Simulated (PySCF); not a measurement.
Choosing a molecule for a target property.

Each SMILES stands for a single optimised conformer of the isolated species, non-relativistic unless stated; the electronic structure was computed with PySCF and density fitting.

The conformers computed, where there is a choice (atom-mapped SMILES and torsion angles):
- `[CH3:1][S:2][C@@H:3]([S:4][SiH2:5][SiH3:6])[C:7]([F:8])([F:9])[F:10]`: C1–S2–C3–S4 62°, S2–C3–S4–Si5 62°, C3–S4–Si5–Si6 94°, S2–C3–C7–F8 -55°
- `[CH:1]#[C:2][P@@:3](=[O:4])([CH:5]=[CH2:6])[C:7]([CH3:8])([CH3:9])[CH3:10]`: C2–P3–C5–C6 -132°, C2–P3–C7–C8 -56°
- `[O:1]=[C:2]([SiH3:3])[O:4][Si@H:5]([SiH3:6])[CH:7]([F:8])[F:9]`: O1–C2–O4–Si5 1°, C2–O4–Si5–Si6 -23°, O4–Si5–C7–F8 -163°
- `[CH2:1]=[C:2]([CH3:3])[P:4]([C:5]([CH3:6])=[O:7])[CH:8]1[CH2:9][CH2:10]1`: C1–C2–P4–C5 118°, C2–P4–C5–C6 -67°, C2–P4–C8–C9 136°

Problem. Wanted: dipole moment below 3.3 D (PBE0/pcSseg-1) and HOMO energy above -6.7 eV (PBE0/pcSseg-1), at GFN2-xTB geometries. Which candidate meets both?
A. `O=C([SiH3])O[Si@H]([SiH3])C(F)F`
B. `S([SiH2][SiH3])[C@H](SC)C(F)(F)F`
C. `C=C(C)P(C(C)=O)C1CC1`
D. `C#C[P@@](=O)(C=C)C(C)(C)C`

Solution. C. Computed values:
| species | dipole moment | HOMO energy |
| --- | --- | --- |
| S([SiH2][SiH3])[C@H](SC)C(F)(F)F | 1.93 D | -6.92 eV |
| C=C(C)P(C(C)=O)C1CC1 | 2.14 D | -6.56 eV |
| O=C([SiH3])O[Si@H]([SiH3])C(F)F | 2.82 D | -8.13 eV |
| C#C[P@@](=O)(C=C)C(C)(C)C | 3.74 D | -7.64 eV |
